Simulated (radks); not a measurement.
The calcium ion Ca2.7+, 17.3 electrons, occupied as [He] 2s1.3 2p6 3s2 3p6 (fractional occupations, a model configuration). Method: Dirac Kohn-Sham, PBE, spin-unpolarised, spherical densities, finite nucleus; Fermi nuclear charge, rms radius 3.4776 fm; computed with a radial shooting solver on a logarithmic mesh with Libxc functionals.

Radial electron density D(r) = 4 pi r^2 rho(r):

| r (bohr) | D(r) (e/bohr) |
|---|---|
| 0.006377 | 2.163 |
| 0.008042 | 3.202 |
| 0.01022 | 4.719 |
| 0.01289 | 6.714 |
| 0.01626 | 9.294 |
| 0.0205 | 12.43 |
| 0.02607 | 16.04 |
| 0.03287 | 19.45 |
| 0.04146 | 22.09 |
| 0.0527 | 23.24 |
| 0.06646 | 22.43 |
| 0.08382 | 20.18 |
| 0.1057 | 17.96 |
| 0.1344 | 17.58 |
| 0.1695 | 19.72 |
| 0.2137 | 22.56 |
| 0.2695 | 22.84 |
| 0.3426 | 18.44 |
| 0.4321 | 11.66 |
| 0.5449 | 6.896 |
| 0.6872 | 6.445 |
| 0.8736 | 8.079 |
| 1.102 | 7.874 |
| 1.389 | 5.254 |
| 1.766 | 2.247 |
| 2.228 | 0.6302 |
| 2.809 | 0.1057 |
| 3.543 | 0.009310 |

D(r) has 3 maxima, at r = 0.0536, 0.245, 0.969 bohr, and minima at 0.123, 0.624 bohr, inside which lie 2.15, 9.60 electrons.
